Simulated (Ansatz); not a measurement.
Reaction (redistribution): `[F][Hf]([F])([Cl])[Cl]` + `N[SiH2]CF` → `[NH2][Hf]([F])([Cl])[Cl]` + `FC[SiH2]F`

Isolated molecules relaxed with PBE0-D4/def2-TZVP in Ansatz; ΔE leaves out vibrations. CCSD(T)/CBS adds triple-zeta CCSD(T) − MP2 to the extrapolated MP2 energy (def2 sets, frozen cores). DFT in def2-TZVPP. B3LYP here is the variant with VWN-RPA as its local correlation; programs differ in this. HSE06 is defined as in plane-wave codes. def2 core potentials past Kr. For Hf outer-core shells are correlated without core-valence functions, which leaves a few kJ/mol of doubt a bond. Each species was taken in one conformer, which may not be the lowest.

| level | ΔE (kJ/mol) | difference from CCSD(T)/CBS |
| --- | --- | --- |
| LDA (SPW92) | 27.0 | 8.4 |
| PBE-D4 | 28.7 | 10.1 |
| revPBE-D4 | 32.0 | 13.4 |
| BLYP-D4 | 26.5 | 7.9 |
| r2SCAN-D4 | 26.2 | 7.6 |
| B97M-V | 27.2 | 8.6 |
| PBE0-D4 | 25.2 | 6.6 |
| B3LYP-D4 | 23.3 | 4.7 |
| r2SCAN0-D4 | 23.1 | 4.5 |
| HSE06-D4 | 25.0 | 6.4 |
| BHLYP-D4 | 19.7 | 1.1 |
| CAM-B3LYP-D4 | 24.4 | 5.8 |
| ωB97X-V | 26.7 | 8.1 |
| ωB97M-V | 24.7 | 6.1 |
| B2PLYP | 21.7 | 3.1 |
| PBE-QIDH | 21.7 | 3.1 |
| PBE | 28.4 | 9.8 |
| revPBE | 28.8 | 10.2 |
| BLYP | 25.4 | 6.8 |
| r2SCAN | 26.3 | 7.7 |
| PBE0 | 25.1 | 6.5 |
| B3LYP | 22.9 | 4.3 |
| r2SCANh | 24.9 | 6.3 |
| r2SCAN0 | 23.1 | 4.5 |
| HSE06 | 25.0 | 6.4 |
| BHLYP | 20.2 | 1.6 |
| LC-ωPBE | 31.6 | 13.0 |
| HF/def2-SVP | 26.6 | 8.0 |
| CCSD(T)/def2-SVP | 31.1 | 12.5 |
| HF/def2-TZVPP | 17.0 | -1.6 |
| MP2/def2-TZVPP | 17.2 | -1.4 |
| SCS-MP2/def2-TZVPP | 17.2 | -1.4 |
| CCSD/def2-TZVPP | 17.7 | -0.9 |
| CCSD(T)/def2-TZVPP | 18.8 | 0.2 |
| HF/def2-QZVPP | 17.4 | -1.2 |
| MP2/def2-QZVPP | 17.2 | -1.4 |
| SCS-MP2/def2-QZVPP | 17.3 | -1.3 |
| HF/CBS(def2) | 17.4 | -1.2 |
| MP2/CBS(def2) | 17.0 | -1.6 |
| CCSD/CBS(def2) | 17.5 | -1.1 |
| CCSD(T)/CBS | 18.6 | 0 |

Largest T1 diagnostic among the species: 0.015.

From PBE to PBE0 (25 % exact exchange), in def2-TZVPP and without D4, ΔE moves by −3.3 kJ/mol. At CCSD(T), def2-SVP lies +12.5 kJ/mol from the extrapolated value and def2-TZVPP +0.2 kJ/mol. Leaving LDA and LC-ωPBE aside and taking each functional with its dispersion term where it has one, the values spread over 12.3 kJ/mol, from BHLYP-D4 to revPBE-D4.
